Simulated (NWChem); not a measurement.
# MgH2S; SMILES [SH][MgH]

Results from NWChem. Coordinates come from a PBE0/def2-SVP optimisation. Static field.

```csv
level,isotropic polarisability (bohr³),anisotropy (bohr³)
PBE/aug-cc-pVDZ,56.5,22.4
B3LYP/aug-cc-pVDZ,53.9,21.0
LC-BLYP (range parameter 0.33 per bohr)/aug-cc-pVDZ,52.5,19.0
Hartree-Fock/aug-cc-pVDZ,[?],[?]
```

Task: Fill in the missing entries.

Result: 
- Hartree-Fock/aug-cc-pVDZ, isotropic polarisability (bohr³): 48.1
- Hartree-Fock/aug-cc-pVDZ, anisotropy (bohr³): 13.7
